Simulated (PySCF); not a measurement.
## Mayer bond orders and bond lengths

Species: AsH2Et, C2H7As.
Z-matrix (Å and degrees, PBE0-D3(BJ)/def2-SVP geometry), rows numbered from 1:
```
As
H   1  1.5274
H   1  1.5263  2   92.11
C   1  1.9838  2   95.33  3    95.98
C   4  1.5196  1  111.80  2    74.02
H   4  1.0995  1  109.69  2   -49.91
H   4  1.1018  1  106.01  2  -165.29
H   5  1.1018  4  111.18  1   178.10
H   5  1.1017  4  111.60  1   -62.15
H   5  1.1016  4  111.68  1    58.07
```

Bond orders from the PBE0/pcSseg-1 density (PySCF). Isolated species at its PBE0-D3(BJ)/def2-SVP geometry (one conformer only). The calculation is non-relativistic, for arsenic too.

(1) Give the Mayer order of every bond, beside its length.

(2) Sum the orders of all bonds at each heavy atom with more than one neighbour.

Answers

(1) 
| bond | length (Å) | Mayer order |
| --- | --- | --- |
| As1–H2 | 1.527 | 0.949 |
| As1–H3 | 1.526 | 0.950 |
| As1–C4 | 1.984 | 1.010 |
| C4–C5 | 1.520 | 1.030 |
| C4–H6 | 1.100 | 0.941 |
| C4–H7 | 1.102 | 0.938 |
| C5–H8 | 1.102 | 0.963 |
| C5–H9 | 1.102 | 0.966 |
| C5–H10 | 1.102 | 0.964 |

(2) As1 2.909, C4 3.919, C5 3.923. Orders between atoms that aren't bonded are not in these sums.

The Mayer order sums products of elements of PS (density times overlap matrix) between the two atoms' basis functions, so it depends on the basis set.
